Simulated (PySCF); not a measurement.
**A small calculation by hand: chemical shift, span and skew from a shielding tensor**

B(AsH2)(Me)2 (C2H8AsB), SMILES CB(C)[AsH2]. Atoms are numbered in the order given.

```xyz
12

B      0.7204     0.6094    -0.2222
As    -0.7809    -0.6651     0.2673
H     -0.2959    -1.8642    -0.5297
H     -1.7899    -0.1988    -0.7689
C      0.3791     2.0890    -0.6129
H      1.1515     2.8118    -0.3035
H     -0.6107     2.4464    -0.2931
H      0.3718     2.1037    -1.7210
C      2.2104     0.1441    -0.0719
H      2.8675     0.6259    -0.8149
H      2.3815    -0.9416    -0.0832
H      2.5540     0.5199     0.9120
```

The structure is a stationary point at PBE0-D3(BJ)/def2-SVP. The structure was generated by enumeration, and PubChem lists no compound with its InChIKey, so it may never have been made.

GIAO shieldings from PySCF with PBE/pcSseg-1, non-relativistic, no solvent. The symmetric part of the tensor of C5 has the principal values 136.9, 163.6, 176.8 ppm. The same nucleus in TMS has σ = 182.0 ppm at this level (PySCF, at its B3LYP-D3(BJ)/def2-TZVP geometry).

Task: Work out the isotropic shielding, the ¹³C shift against TMS, the span and the skew.

Result: 
σ(iso) = (σ11 + σ22 + σ33)/3 = 159.1 ppm. δ = σ(ref) − σ(iso) = 182.0 − (159.1) = 22.9 ppm.
Span Ω = σ33 − σ11 = 39.9 ppm. Skew κ = 3(σ(iso) − σ22)/Ω = -0.34. Tumbling in solution averages the tensor to δ; in a static solid the shielding alone would spread this spin-1/2 line over Ω.
